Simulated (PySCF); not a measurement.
Compound: cyclo-(SiF2)3.
Geometry (PBE0-D3(BJ)/def2-SVP, Å), atoms numbered from 1 in this order:
```
atom  x, y, z in Å
Si1   -0.2953    0.9193   -0.9747
F2    -0.0427    0.6817   -2.5522
F3    -0.9442    2.3878   -0.8074
Si4   -0.9298   -0.9330    0.3904
F5    -1.2336   -2.4067   -0.1924
F6    -1.9683   -0.6631    1.5977
Si7    1.2672   -0.0125    0.5752
F8     2.5544   -0.8224    0.0327
F9     1.7250    0.7793    1.9051
```

NICS is the negative of the GIAO shielding at a point without a nucleus: at the ring centre (0) and 1 Å above and below it (1); zz is the component along the ring normal. Level: GIAO PBE0/pcSseg-1 (PySCF, non-relativistic, gas phase) on the PBE0-D3(BJ)/def2-SVP geometry, one conformer.

Ring bond lengths (Å), with Mayer bond orders in brackets: Si1–Si4 2.387 (0.68), Si4–Si7 2.389 (0.68), Si7–Si1 2.390 (0.68).

Q: What do the NICS probes read (ppm)?

A: 
| ring | type | NICS(0) | NICS(1), two faces | NICS(1)zz, two faces | rms pucker (Å) | centre to ring atoms, mean (Å) |
| --- | --- | --- | --- | --- | --- | --- |
| Si1–Si4–Si7 | 3-membered ring with 3 Si | 12.0 | 0.3 / 0.3 | -2.3 / -2.3 | 0.00 | 1.38 |

Q: What do they say, and how far can they be read as aromaticity?

A: 
- Si1–Si4–Si7: mean NICS(1)zz -2.3 ppm, near zero. Si1, Si4, Si7 have four or more neighbours, and the NICS criterion for π rings isn't applied. NICS(0) lies 12 ppm above the mean NICS(1).

Q: Give the inner angles of the rings and the Hirshfeld charges of the ring atoms.

A: 
- Si1–Si4–Si7: Si1 60.0° (+0.379 e), Si4 60.1° (+0.379 e), Si7 59.9° (+0.379 e); sum 180.0° against 180° for a flat convex ring.

Q: How do the values depend on the level or the medium?

A: 
```json
{"level": "PBE0/pcSseg-1, gas", "NICS(0), Si1–Si4–Si7": "12.0", "mean NICS(1)zz, Si1–Si4–Si7": "-2.3"}
{"level": "wB97X-D/pcSseg-1, gas", "NICS(0), Si1–Si4–Si7": "12.2", "mean NICS(1)zz, Si1–Si4–Si7": "-2.2"}
```

The geometry is the same throughout.
